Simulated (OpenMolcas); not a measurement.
## Ionisation energies of rhenium

| Item | Value |
| --- | --- |
| Program | OpenMolcas 26.06 |
| Basis | ANO-RCC-VTZP [8s7p5d3f2g1h] |
| Scalar Hamiltonian | DKH2, point nucleus |
| Spin-orbit coupling | state interaction with AMFI integrals over the reference wave functions, term energies averaged over their components |

Active shells in each charge state: the valence d, s shells, with orbitals averaged over the low states. Where CASPT2's correlated closed shells are named, they are those of the first ion.

A. CASSCF
B. SS-CASPT2, IPEA 0.25 Eh, imaginary shift 0.1 Eh (closed shells correlated: 5s 5p)
C. SS-CASPT2, IPEA 0.25 Eh, imaginary shift 0.1 Eh (closed shells correlated: 4f 5s 5p)
D. SS-CASPT2, IPEA 0 Eh, imaginary shift 0.1 Eh (closed shells correlated: 5s 5p)

Energies in eV between the lowest computed levels, named as in B; reference values from the NIST Atomic Spectra Database with their kind.

```tsv
From	To	A	B	C	D	Spin-orbit share in B	Reference
Re 5d5 6s2 6S 5/2	Re+ 5d5 6s 7S3	5.283	7.748	7.768	7.880	+0.000	7.834 (measured)
Re+ 5d5 6s 7S3	Re2+ 5d5 6S 5/2	15.723	16.765	16.944	16.875	+0.000	16.600 (semi-empirical)
```

Error against the reference values, in %:

```csv
From,Reference,A,B,C,D
Re,measured,-32.6,-1.1,-0.8,+0.6
Re+,semi-empirical,-5.3,+1.0,+2.1,+1.7
```

Absolute error against the one measured value: A 2.55 eV, B 0.09 eV, C 0.07 eV, D 0.05 eV. D lies closest.

The lowest level within the active space need not be the ion's true ground level.
